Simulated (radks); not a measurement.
Excited configurations of Pt IV: one electron is placed in a higher orbital outside [Xe] 4f14 5d6. The ground configuration is [Xe] 4f14 5d7. Calculated with a radial shooting solver on a logarithmic mesh with Libxc functionals: scalar-relativistic Kohn-Sham, PBE, spin-polarised, spherical densities, finite nucleus; open shells are filled with parallel spins first (spin-orbit coupling, left out, can overturn this in heavy ions); Fermi nuclear charge, rms radius 5.427 fm. Excitation = E - E(ground); binding = E(ion) - E, where the ion is the core of charge +4; n* = 4/sqrt(2 binding) in atomic units, and the quantum defect is n - n*.

| outer orbital | excitation (eV) | binding (eV) | n* | quantum defect | eigenvalue (eV) | <r> (bohr) |
|---|---|---|---|---|---|---|
| 6s | 4.521 | 39.554 | 2.346 | 3.654 | -34.948 | 2.268 |
| 6p | 14.483 | 29.592 | 2.712 | 3.288 | -25.806 | 2.733 |
| 6d | 25.356 | 18.719 | 3.410 | 2.590 | -16.208 | 3.843 |
| 6f | 33.707 | 10.367 | 4.582 | 1.418 | -8.992 | 6.543 |
| 7p | 28.393 | 15.682 | 3.726 | 3.274 | -14.021 | 5.212 |
| 7f | 36.904 | 7.171 | 5.510 | 1.490 | -6.361 | 10.23 |

The Delta-SCF ionisation energy is 44.075 eV (NIST Atomic Spectra Database: 43 eV, theoretical). Self-interaction in the functional shifts the binding energies and quantum defects, so they are the method's values and not measured ones. Open shells are spherical and high-spin; term and fine-structure splittings are not resolved. Spin-orbit splitting is averaged out at the scalar-relativistic level.
